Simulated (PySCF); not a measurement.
**Ionisation energy of Si⁺ by level of theory**

Si⁺ [Ne] 3s2 3p1 (2P) → Si²⁺ [Ne] 3s2 (1S), as a difference of total energies. Calculation: PySCF 2.14, in cc-pV(D+d)Z (4s3p2d, 23 functions); the non-relativistic Hamiltonian (point nucleus). Correlated levels: valence: [Ne] frozen. The calculations carry no spin-orbit coupling.

```csv
method,ionisation energy (eV)
UHF,15.820
BP86,16.494
PBE,16.423
MP2 (valence),15.991
SCS-MP2 (valence),15.972
CCSD (valence),16.102
CCSD(T) (valence),16.121
```

Errors of the correlated levels include the incompleteness of this basis and the frozen core.

**Question.** Which method comes closest to the reference value, and which is furthest?

**Answer.** The reference is 16.322 eV (measured; NIST levels, between the centres of gravity of the two terms). Closest: PBE (error 0.101 eV); furthest: UHF (error -0.502 eV).
